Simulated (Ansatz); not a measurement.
C$_{3}$H$_{9}$BO$_{2}$ (`CCB(O)OC`), relaxed with RKS PBE0-D4/def2-TZVP in Ansatz 0.2.0 from a GFN2-xTB geometry. The force threshold is 0.005 eV/Å; the program also tests the step.

Total charge 0; spin multiplicity 1.

Start:

```xyz
15

C    -0.325   -0.235    2.193
C    -0.544    0.033    0.705
B     0.760   -0.172   -0.201
O     1.921   -0.563    0.364
O     0.783    0.026   -1.553
C    -0.330    0.431   -2.306
H    -1.248   -0.096    2.753
H     0.429    0.438    2.589
H     0.024   -1.253    2.343
H    -0.916    1.054    0.580
H    -1.342   -0.620    0.341
H     2.641   -0.658   -0.261
H    -0.010    0.512   -3.346
H    -1.141   -0.299   -2.233
H    -0.702    1.402   -1.966
```

| step | energy (eV) | largest force (eV/Å) | largest move (Å) |
| --- | --- | --- | --- |
| 1 | -8025.1773 | 0.876 | 0.000 |
| 2 | -8025.2002 | 0.412 | 0.041 |
| 3 | -8025.2054 | 0.051 | 0.026 |
| 4 | -8025.2058 | 0.025 | 0.006 |
| 5 | -8025.2060 | 0.018 | 0.010 |
| 6 | -8025.2060 | 0.008 | 0.002 |
| 7 | -8025.2060 | 0.001 | 0.002 |

End:

```xyz
15

C    -0.333   -0.234    2.172
C    -0.517    0.031    0.683
B     0.769   -0.171   -0.198
O     1.937   -0.562    0.386
O     0.800    0.024   -1.553
C    -0.341    0.427   -2.273
H    -1.260   -0.078    2.728
H     0.428    0.423    2.597
H    -0.002   -1.259    2.351
H    -0.889    1.052    0.524
H    -1.315   -0.609    0.282
H     2.643   -0.649   -0.261
H    -0.060    0.513   -3.323
H    -1.150   -0.305   -2.187
H    -0.711    1.398   -1.929
```

It took 17 s on 2 threads of an AMD EPYC 7R13 on a shared host and a share of an NVIDIA H100 80 GB, with 0.86 GiB of host memory at the peak.
